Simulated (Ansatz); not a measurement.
A structure relaxed at r2SCAN-D4/def2-SVP in Ansatz, charge 0, doublet:

```xyz
4

Pd    0.6000    1.0315   -0.6657
Au   -2.0254    0.6796   -0.7581
Au   -0.5933   -1.0205    0.6572
Au    2.0188   -0.6906    0.7666
```

**Question.** Give its formula and point group.

**Answer.** PdAu₃ (the lowest doublet isomer of a short search). Point group C2v (tolerance 0.1 Å).

**Question.** Summarise the bond lengths by kind (pairs closer than 1.2 times the sum of covalent radii, bridged metal pairs left out).

**Answer.** 3 × Au–Pd 2.65 to 2.72 Å; 2 × Au–Au 2.64 Å.

In the def2 sets Au, Pd take a core potential; there is no spin–orbit coupling. The relaxation made no stability test and no search for a lower SCF solution. The structure comes from a short search, and lower isomers may exist.
